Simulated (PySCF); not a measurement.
## Radial density of Ti (titanium, neutral)

PBE, [Ar] 3d2 4s2, high-spin 3F determinant. Calculation: PySCF 2.14, in cc-pVTZ-DK (7s6p4d2f1g, 68 functions); the spin-free X2C one-electron Hamiltonian (Gaussian nucleus).

```
r (bohr)  4πr²ρ (e/bohr)  4πr²(ρα − ρβ)
 0.00124          0.1784         0.0000
 0.00209          0.4562         0.0000
 0.00351           1.142         0.0000
 0.00591           2.757         0.0001
 0.00994           6.253         0.0002
  0.0167           12.70         0.0004
  0.0281           21.30         0.0006
  0.0473           26.18         0.0005
  0.0795           21.79         0.0004
   0.134           20.73         0.0073
   0.225           28.09         0.0613
   0.379           15.75         0.3180
   0.637           8.354         0.9242
    1.07           9.110         1.2119
    1.80           2.394         0.6977
    3.03          0.8880         0.1909
    5.10          0.2428         0.0009
    8.57        0.008749        -0.0011
    14.4       1.074e-05         0.0000
```

Densities and radii are taken from the X2C orbitals without a picture-change correction, which distorts them close to the nucleus.
